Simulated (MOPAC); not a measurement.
MOPAC input (PM6):

```
PM6 1SCF UHF MS=0.5 GEO-OK AUX(PRECISION=9) THREADS=1
CH2F3Ge

C     1.91104400 1    0.13219500 1    0.19550200 1
Ge    0.02851600 1    0.00178100 1    0.00242500 1
F    -0.71854800 1    1.53360100 1   -0.24060400 1
F    -0.48006100 1   -0.95976900 1   -1.33361100 1
F    -0.72329200 1   -0.70541400 1    1.38000600 1
H     2.46992700 1    0.88939100 1   -0.33602900 1
H     2.44841600 1   -0.55529700 1    0.83331500 1
```

From the output:

```
                                                       MOPAC v23.2.5 Linux

          FINAL HEAT OF FORMATION =       -186.12849 KCAL/MOL =    -778.76161 KJ/MOL

          COSMO AREA              =        112.47 SQUARE ANGSTROMS
          COSMO VOLUME            =         99.18 CUBIC ANGSTROMS

          IONIZATION POTENTIAL    =         11.481070 EV
          ALPHA SOMO LUMO (EV)    =        -11.481 -0.618
          BETA  SOMO LUMO (EV)    =        -12.577 -1.067
          NO. OF ALPHA ELECTRONS  =         16
          NO. OF BETA  ELECTRONS  =         15
          MOLECULAR WEIGHT        =        143.6120         POINT GROUP:  Cs

          MOLECULAR DIMENSIONS (Angstroms)

            Atom       Atom       Distance
            H     6    F     5     3.96041
            H     7    F     3     3.74052
            F     3    F     4     2.32656

          SCF CALCULATIONS        =          1

   ATOM   CHEMICAL          X               Y               Z
  NUMBER   SYMBOL      (ANGSTROMS)     (ANGSTROMS)     (ANGSTROMS)

     1       C          1.91104400  *   0.13219500  *   0.19550200  *
     2      Ge          0.02851600  *   0.00178100  *   0.00242500  *
     3       F         -0.71854800  *   1.53360100  *  -0.24060400  *
     4       F         -0.48006100  *  -0.95976900  *  -1.33361100  *
     5       F         -0.72329200  *  -0.70541400  *   1.38000600  *
     6       H          2.46992700  *   0.88939100  *  -0.33602900  *
     7       H          2.44841600  *  -0.55529700  *   0.83331500  *

                             CARTESIAN COORDINATES

   1    C        1.911044000     0.132195000     0.195502000
   2   Ge        0.028516000     0.001781000     0.002425000
   3    F       -0.718548000     1.533601000    -0.240604000
   4    F       -0.480061000    -0.959769000    -1.333611000
   5    F       -0.723292000    -0.705414000     1.380006000
   6    H        2.469927000     0.889391000    -0.336029000
   7    H        2.448416000    -0.555297000     0.833315000

           Empirical Formula: C H2 Ge F3  =     7 atoms

      MOLECULAR POINT GROUP   :   Cs

          ALPHA EIGENVALUES
 -39.18550 -39.17881 -38.85158 -24.11829 -18.75487 -16.15098 -15.87674 -15.82657
 -15.32415 -15.09013 -15.08516 -15.05143 -13.88945 -13.81345 -12.98959 -11.48107
  -0.61816   1.02826   1.03168   1.43075   4.88252   5.18924

           BETA EIGENVALUES
 -39.19039 -39.17065 -38.85102 -23.66836 -18.67984 -16.03768 -15.83339 -15.80317
 -15.12923 -15.09343 -15.04851 -15.04789 -13.85871 -13.79893 -12.57650  -1.06668
  -0.46040   1.00875   1.32662   1.65398   5.10819   5.43716

              NET ATOMIC CHARGES AND DIPOLE CONTRIBUTIONS

  ATOM NO.   TYPE          CHARGE      No. of ELECS.   s-Pop       p-Pop
    1          C          -0.531666        4.5317     1.21245     3.31922
    2         Ge           1.590735        2.4093     1.04351     1.36575
    3          F          -0.478101        7.4781     1.96276     5.51534
    4          F          -0.473733        7.4737     1.96305     5.51068
    5          F          -0.478742        7.4787     1.96272     5.51602
    6          H           0.185682        0.8143     0.81432
    7          H           0.185825        0.8142     0.81417
 DIPOLE           X         Y         Z       TOTAL
 POINT-CHG.     4.131     0.258     0.377     4.157
 HYBRID        -0.252    -0.014    -0.019     0.253
 SUM            3.880     0.244     0.358     3.904

          ATOMIC ORBITAL ELECTRON POPULATIONS

     Atom    s        px        py        pz
    1  C   1.21245   1.15179   1.10297   1.06445
    2 Ge   1.04351   0.54216   0.41115   0.41244
    3  F   1.96276   1.90796   1.64467   1.96271
    4  F   1.96305   1.94465   1.84307   1.72296
    5  F   1.96272   1.90742   1.90111   1.70750
    6  H   0.81432
    7  H   0.81417

                    (SZ)    =    0.500000
                    (S**2)  =    0.755858

          ATOMIC ORBITAL SPIN POPULATIONS

    Atom   Total    s     px     py     pz
         Atomic
    1  C  1.1053  0.028  0.068  0.409  0.600
    2 Ge -0.0377 -0.020 -0.021  0.001  0.002
    3  F -0.0016  0.000 -0.002 -0.001  0.001
    4  F  0.0046  0.000 -0.000  0.001  0.003
    5  F -0.0025  0.000 -0.002  0.001 -0.001
    6  H -0.0340 -0.034
    7  H -0.0340 -0.034

 **********************
 *                    *
 * JOB ENDED NORMALLY *
 *                    *
 **********************

 == MOPAC DONE ==
```

The geometry given is a B3LYP-D3(BJ)/def2-TZVP minimum.
